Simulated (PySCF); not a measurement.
**A small calculation by hand: oscillator strength and radiative lifetime**

Si(H)2(OH)(SeH) (H4OSeSi), SMILES O[SiH2][SeH].

Geometry: ωB97X-D3(BJ)/def2-SVP. The values are those of a single conformer.

TDA-LC-ωPBE/def2-SVPD (PySCF) puts the first singlet state with f over 0.02 at 6.59 eV (vertical), with the transition dipole (-0.013, -0.568, 0.232) in atomic units.

**Question.** Find the oscillator strength, the wavelength and the radiative lifetime that this transition would have in vacuum if emission retraced absorption.

**Answer.** 
|μ|² = 0.3766 au, so |μ| = 1.56 D. ΔE = 6.59/27.211 = 0.2422 hartree. f = (2/3) ΔE |μ|² = 0.061 (the program prints 0.061).
λ = 1239.84/6.59 = 188 nm; ν = 53152 cm⁻¹.
Einstein's coefficient A = 0.6670 ν² f s⁻¹ (ν in cm⁻¹) = 1.1e8 s⁻¹, so τ = 1/A = 8.7 ns. This state is S2; the lower singlet has f = 0.002. The figure is the radiative limit of this one transition; relaxation, internal conversion, crossing to triplets and a medium change what is measured.
